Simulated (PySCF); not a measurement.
CdH₅NSi, SMILES [NH2][Cd][SiH3].

Geometry optimised at B3LYP-D3(BJ)/def2-SVP. The def2 effective core potentials stand for the cores of Cd; spin–orbit coupling is left out. The values are those of a single conformer.

All values below come from IEF-PCM-ωB97X/def2-SVP run with PySCF.

The values are the electrostatic part of the solvation free energy, E(continuum) − E(gas) at the gas-phase geometry, in a cavity of scaled van der Waals radii (PySCF's table); cavitation and dispersion terms are not included. A continuum can't describe solvent molecules that bind to the metal. In vacuum the orbital gap is 9.61 eV. The dipole moment in vacuum is 1.22 D.

```
solvent                ε  ΔG(elec) (kcal/mol)  dipole (D)  gap (eV)
-----------------  -----  -------------------  ----------  --------
water              78.36                 -9.3        1.72     10.23
dimethylsulfoxide  46.83                 -9.2        1.71     10.22
tetrahydrofuran     7.43                 -7.4        1.60     10.10
```
